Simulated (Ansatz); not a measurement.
Consider the cleavage of the Si–Si bond: `CO[SiH](N)[SiH3]` + `OCS` → `[SiH3]OCS` + `CO[SiH2]N`.

Isolated molecules relaxed with PBE0-D4/def2-TZVP in Ansatz; ΔE leaves out vibrations. CBS: MP2 limit from def2 TZ/QZ plus the TZ coupled-cluster correction, frozen cores. This one scheme is used for every species. DFT in def2-TZVPP. B3LYP here is the variant with VWN-RPA as its local correlation; programs differ in this. Each species was taken in one conformer, which may not be the lowest.

```csv
level,ΔE (eV)
B3LYP,-1.03
HF/CBS(def2),-1.28
```

Question: What does CCSD(T)/CBS give? (Best estimate.)

Answer: The calculation gave: -0.99 eV. The listed levels differ from it by -0.04, -0.29 eV.

Largest T1 diagnostic among the species: 0.012.

The D4 term adds +0.04 eV with B3LYP and +0.03 eV with PBE0; it sums over pairs of atoms, weighted by their polarisabilities, and B3LYP, whose exchange is more repulsive, gets the larger term. From PBE to PBE0 (25 % exact exchange), in def2-TZVPP and without D4, ΔE moves by −0.07 eV.
